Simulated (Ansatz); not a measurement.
`[AlH2][InH][Cl]` + H₂ → `[Cl][InH2]` + `[AlH3]` at 700 K and 1 bar (hydrogenolysis of the In–Al bond).

Computed with Ansatz on PBE0-D4/def2-TZVP structures; ΔE is electronic, products minus reactants. CBS: MP2 limit from def2 TZ/QZ plus the TZ coupled-cluster correction, frozen cores. This one scheme is used for every species. def2 core potentials past Kr. For In outer-core shells are correlated without core-valence functions, which leaves a few kJ/mol of doubt a bond.

```
          species  CCSD(T)/CBS energy (Eh)  H − E (kJ/mol)  S (J/(mol·K))
`[AlH2][InH][Cl]`               -893.43813           114.1          438.7
               H₂                 -1.17544            46.8          155.3
     `[Cl][InH2]`               -650.81839            71.8          329.5
         `[AlH3]`               -243.78045            80.2          251.4
```

H − E and S are ideal-gas, rigid-rotor, harmonic terms from PBE0-D4/def2-TZVP. The MP2-based limit puts H₂ 0.8 mEh under its directly extrapolated value; such offsets cancel only in part. 1 Eh = 2625.50 kJ/mol, R = 8.31446 J/(mol·K).

By hand: ΔE, ΔH, ΔS and ΔG.

ΔE = (-650.81839) + (-243.78045) − (-893.43813) − (-1.17544) = 0.01473 Eh = 38.7 kJ/mol. Δ(H − E) = 71.8 + 80.2 − 114.1 − 46.8 = -8.9, so ΔH = 29.8 kJ/mol. ΔS = 329.5 + 251.4 − 438.7 − 155.3 = -13.1 J/(mol·K). ΔG = 29.8 − 700 × (-13.1)/1000 = 39.0 kJ/mol.

By hand: the equilibrium constant, and the temperature at which ΔG would vanish if ΔH and ΔS stayed fixed.

log₁₀ K = −ΔG/(RT ln 10) = -2.9. ΔH and −TΔS have one sign here, so there is no such temperature.

The number of gas molecules stays the same, so ΔS is small and ΔH decides. A doubt of 5 kJ/mol in ΔE shifts log₁₀ K by 0.4 here. Modes under 60 cm⁻¹, often nearly free rotors, make the harmonic entropy too high. These are equilibria of isolated gas molecules and say nothing of rates. Largest T1 diagnostic: 0.014 (customary marks: 0.02 for closed shells, 0.045 for open ones).
